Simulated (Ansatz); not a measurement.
Geometry optimisation, RKS PBE/6-31G* (Ansatz).

The input (input.yaml):

```yaml
crystal:
  periodic: [false, false, false]
  atoms:
    - { symbol: Al, position_ang: [-0.135578, 0.195723, 0.140924] }
    - { symbol: O, position_ang: [-0.308649, -0.170025, 1.849457] }
    - { symbol: Si, position_ang: [-1.476515, -0.0637, 3.036159] }
    - { symbol: H, position_ang: [-2.691416, -0.879166, 2.687703] }
    - { symbol: H, position_ang: [-0.893573, -0.607814, 4.307187] }
    - { symbol: H, position_ang: [-1.922157, 1.353066, 3.280429] }
    - { symbol: Cl, position_ang: [1.64468, 1.115904, -0.481384] }
    - { symbol: F, position_ang: [-1.440147, 0.136695, -0.886184] }
    - { symbol: "N", position_ang: [0.758692, -2.710542, 0.70116] }
    - { symbol: H, position_ang: [0.124849, -3.513117, 0.688355] }
    - { symbol: H, position_ang: [1.721233, -3.059917, 0.708366] }
    - { symbol: H, position_ang: [0.592981, -2.180107, 1.583027] }
basis:
  gaussian: { orbitals: "6-31G*" }
hamiltonian:
  xc: pbe
relax:
  f_tol: 0.03
  max_steps: 50
```

Launched with:

```bash
$ ansatz run input.yaml --threads 4 --pin off --max-ram 5120MiB --backend cpu --events-out ev --progress --plain --runs-dir out
```

Task: Where does it end, and by what steps?

Result: It converged. After 24 steps the energy has fallen by 1.312 eV; H10 moved furthest, 1.14 Å. Joined: Al1–N9 (3.09 → 2.03 Å).

```tsv
step	energy less start (eV)	largest force component (eV/Å)	accepted
0	0.0000	1.101	yes
1	-0.2958	0.831	yes
2	-0.7061	0.912	yes
3	-1.0225	0.774	yes
4	-1.1261	1.468	yes
5	-1.2379	0.281	yes
6	-1.2658	0.336	yes
7	-1.2781	0.092	yes
8	-1.2810	0.065	yes
9	-1.2827	0.076	yes
10	-1.2853	0.113	yes
11	-1.2863	0.333	yes
12	-1.2922	0.209	yes
13	-1.2968	0.095	yes
14	-1.3020	0.137	yes
15	-1.3025	0.116	yes
16	-1.3068	0.060	yes
17	-1.3090	0.031	yes
18	-1.3103	0.040	yes
19	-1.3100	0.126	no
20	-1.3110	0.051	yes
21	-1.3113	0.066	yes
22	-1.3116	0.057	yes
23	-1.3119	0.038	yes
24	-1.3120	0.023	yes
```

```xyz
12
Properties=species:S:1:pos:R:3
Al -0.174 -0.622 0.436
O -0.815 -0.696 2.042
Si -1.618 0.148 3.216
H -3.089 -0.167 3.197
H -1.087 -0.241 4.567
H -1.464 1.637 3.065
Cl 1.374 0.815 0.060
F -1.224 -0.896 -0.845
N 0.878 -2.358 0.458
H 0.537 -3.022 -0.249
H 1.878 -2.189 0.283
H 0.779 -2.792 1.385
```

Whether the end is a true minimum wasn't checked by a vibrational analysis.

Time of the run: 47 s on 4 threads of Arm Neoverse V2 (shared host), peak memory 0.23 GiB.
